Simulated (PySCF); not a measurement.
## Dipole response of Te (tellurium, neutral)

[Kr] 4d10 5s2 5p4, high-spin 3P determinant. Computed with PySCF 2.14 in aug-cc-pwCVTZ-DK3 with one added diffuse shell each of s, p, d, f type (11s10p8d5f1g, 125 functions), with the spin-free X2C one-electron Hamiltonian (Gaussian nucleus). Coupled (time-dependent) response in atomic units; α is the mean over directions.

```json
{"method": "UHF", "mean α (bohr³)": "38.15", "α xx, yy, zz": "35.98, 42.48, 35.98", "C₆ (like pair)": "420.1", "S(−4)": "337.6"}
{"method": "PBE", "mean α (bohr³)": "41.41", "α xx, yy, zz": "38.59, 47.06, 38.59", "C₆ (like pair)": "458.3", "S(−4)": "451.7"}
{"method": "PBE0", "mean α (bohr³)": "39.57", "α xx, yy, zz": "37.07, 44.57, 37.07", "C₆ (like pair)": "435.7", "S(−4)": "386.8"}
```

S(−4) is the Cauchy moment in α(ω) = α(0) + S(−4) ω² + …

Reference α: 38 ± 4 bohr³ (recommended; Schwerdtfeger and Nagle, table of static dipole polarizabilities (2023 update)). Published C₆: 445.0 (Chu and Dalgarno (2004); Tang, Norbeck and Certain (1976)).

Spin-orbit coupling is absent.

α(iu) at PBE:

| u (hartree) | α(iu) (bohr³) |
| --- | --- |
| 0 | 41.41 |
| 0.0500 | 40.33 |
| 0.100 | 37.51 |
| 0.200 | 30.01 |
| 0.300 | 23.23 |
| 0.500 | 14.34 |
| 0.750 | 8.782 |
| 1.00 | 5.996 |
| 1.50 | 3.453 |
| 2.00 | 2.335 |
| 3.00 | 1.335 |
| 5.00 | 0.6271 |

A single London oscillator, α(iu) = α/(1 + u²/ω²), gives C₆ = (3/4) ω α². Matching the computed C₆ needs ω = 4 × 458.3 / (3 × 41.41²) = 0.356 hartree.

The components differ because the open shell of this determinant is not spherical; for a pure term their mean is the scalar polarisability.
